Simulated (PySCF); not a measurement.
4,4-dichlorobut-1-yne (C₄H₄Cl₂), SMILES C#CCC(Cl)Cl. Atoms are numbered in the order given.

```xyz
10

C     -2.0076    -0.0114     2.5013
C     -1.2822    -0.4611     1.6434
C     -0.3876    -0.9914     0.6188
C      0.5141     0.0790    -0.0001
Cl     1.6970    -0.7004    -1.1070
Cl    -0.4479     1.3212    -0.8615
H     -2.6576     0.3858     3.2579
H      0.2677    -1.7647     1.0534
H     -0.9603    -1.4725    -0.1911
H      1.0965     0.6075     0.7626
```
Charge 0, spin multiplicity 1.

Geometry: B3LYP-D3(BJ)/def2-SVP. One conformer was computed; it need not be the lowest.

Vertical ionisation energy (IE) and electron affinity (EA) in eV. Rows of orbital energies are one-electron estimates. Where ΔSCF, EOM or ADC give a negative EA the extra electron is unbound and the value depends on the basis.

| level | IE | EA |
|---|---|---|
| −ε(HOMO), −ε(LUMO), r2SCAN/def2-TZVP (PySCF) | 7.16 | 1.33 |
| −ε(HOMO), −ε(LUMO), PBE/def2-TZVP (PySCF) | 6.91 | 1.50 |
